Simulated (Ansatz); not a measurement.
Ansatz results at the PBE0-D4/def2-TZVP geometry: HOMO energy (B3LYP/def2-TZVPP) -6.44 eV; LUMO energy (ωB97M-V/def2-TZVPP) -0.15 eV; HOMO energy (ωB97M-V/def2-TZVPP) -8.65 eV.

Each molecule was computed in one conformer, which needn't be the lowest.

(1) Which molecule gave them?
A. `PB1C[SiH2]1`
B. `CBCN`
C. `B[SiH2][CH2][AlH][CH3]`
D. `C[SiH2][B](C)[AlH2]`

Answers

(1) D. The others give `CBCN`: -6.47, 1.26, -9.12; `PB1C[SiH2]1`: -6.48, 0.17, -8.73; `B[SiH2][CH2][AlH][CH3]`: -7.55, -0.02, -9.93.

B3LYP here is the variant with VWN-RPA as its local correlation; programs differ in this.
